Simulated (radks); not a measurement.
The numbers below are computed, except where a source is named.
The chlorine anion Cl-, [Ar], held by a Watson sphere: a shell of charge +1 at radius R that stands for the Madelung well of a crystal (potential energy -1/R inside, -1/r outside, in hartree with lengths in bohr). Level of theory: scalar-relativistic Kohn-Sham, r2SCAN, spin-polarised, spherical densities, finite nucleus; meta-GGA in the generalised Kohn-Sham scheme; Fermi nuclear charge, rms radius of each element as measured or else 0.836 A^(1/3) + 0.57 fm (a radial shooting solver on a logarithmic mesh with Libxc functionals).

R (bohr)  e(2p) (eV)  e(3s) (eV)  e(3p) (eV)  <r> 3p (bohr)  sum of <r^2> (bohr^2)  X-ray form factor at sin(theta)/lambda = 0.2 1/angstrom
2.82         -192.11     -20.237      -8.072          1.945                  35.06                                                   12.068
3.21         -191.68     -19.581      -7.451          1.971                  36.01                                                   12.037
3.25         -191.63     -19.518      -7.390          1.973                  36.09                                                   12.035
3.27         -191.61     -19.486      -7.359          1.975                  36.14                                                   12.034
4            -190.78     -18.464      -6.350          2.005                  37.35                                                   12.011
4.41         -190.34     -17.981      -5.867          2.016                  37.82                                                   12.007
